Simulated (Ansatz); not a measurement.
One change: `CC([SiH3])C=N` becomes `C[CH]([SiH3])[AlH][AlH2]`.

Ansatz, PBE0-D4/def2-TZVP geometries, multiplicity 1. Each molecule was computed in one conformer, which needn't be the lowest.

```tsv
property	`CC([SiH3])C=N`
LUMO energy (B3LYP/def2-TZVPP) / eV	-0.58
HOMO energy (B3LYP/def2-TZVPP) / eV	-7.24
HOMO–LUMO gap (PBE/def2-TZVPP) / eV	4.58
size of the dipole moment (B3LYP/def2-TZVPP) / D	2.55
LUMO energy (PBE/def2-TZVPP) / eV	-1.41
LUMO energy (ωB97M-V/def2-TZVPP) / eV	1.74
```

(1) What does the change do to each property? (Estimate.)

Results:

(1) The calculation gave: 
```
                                        property  `C[CH]([SiH3])[AlH][AlH2]`  shift
             LUMO energy (B3LYP/def2-TZVPP) / eV                       -2.24  -1.66
             HOMO energy (B3LYP/def2-TZVPP) / eV                       -6.56   0.68
             HOMO–LUMO gap (PBE/def2-TZVPP) / eV                        2.90  -1.68
size of the dipole moment (B3LYP/def2-TZVPP) / D                        1.09  -1.46
               LUMO energy (PBE/def2-TZVPP) / eV                       -2.84  -1.43
           LUMO energy (ωB97M-V/def2-TZVPP) / eV                       -0.46  -2.20
```

With PBE0 the HOMO rises by 0.73 eV and the LUMO falls by 1.74 eV, so the gap narrows by about 2.47 eV. PBE moves the HOMO by 0.25 eV and ωB97M-V by 1.18 eV. Dipoles are sizes alone; their direction can turn.

B3LYP here is the variant with VWN-RPA as its local correlation; programs differ in this.
